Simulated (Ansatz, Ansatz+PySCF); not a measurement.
```xyz
2

V     0.0000    0.0000    0.0000
N     0.0000    0.0000    1.6286
```

Basis set: def2-SVP (spherical functions). Left uncorrelated: 6 orbitals. Correlation on ROHF uses semicanonical orbitals with singles. Charge 0, multiplicity 3.

Computed with Ansatz (development build ahead of 0.2.0); each method stands on the lowest determinant of its kind that the runs found. Restricted functionals stand beside restricted open-shell atoms, which can lie above the unrestricted atoms usual in DFT and then raise those values.

Q: Give the atomization energy at this shape (free ground-state atoms in the same class of orbitals less the molecule, no zero-point energy) of triplet VN by r²SCAN (unrestricted), ωB97X (unrestricted), ωB97X (restricted open-shell), PBE (unrestricted), PBE (restricted open-shell), PBE0 (unrestricted), PBE0 (restricted open-shell), ROHF-MP2, UHF-MP2, UHF, ROHF.

A:

| method | atomization energy |
| --- | --- |
| r²SCAN (unrestricted) | 5.16 eV |
| ωB97X (unrestricted) | 3.86 eV |
| ωB97X (restricted open-shell) | 3.81 eV |
| PBE (unrestricted) | 6.23 eV |
| PBE (restricted open-shell) | 6.31 eV |
| PBE0 (unrestricted) | 4.51 eV |
| PBE0 (restricted open-shell) | 4.35 eV |
| ROHF-MP2 | 5.13 eV |
| UHF-MP2 | 2.09 eV |
| UHF | -0.57 eV |
| ROHF | -2.90 eV |

Caution: another spin multiplicity may lie lower; the shape is not the minimum. Caution for r²SCAN (unrestricted), PBE (unrestricted): a free atom is spin contaminated. Caution for ωB97X (unrestricted), PBE0 (unrestricted): the unrestricted determinant is spin contaminated. Caution for ROHF-MP2, ROHF: an unrestricted determinant lies well below. Caution for UHF-MP2, UHF: the unrestricted determinant is a mixture of spin states. Caution for ROHF: the molecule lies well above its atoms at this level.
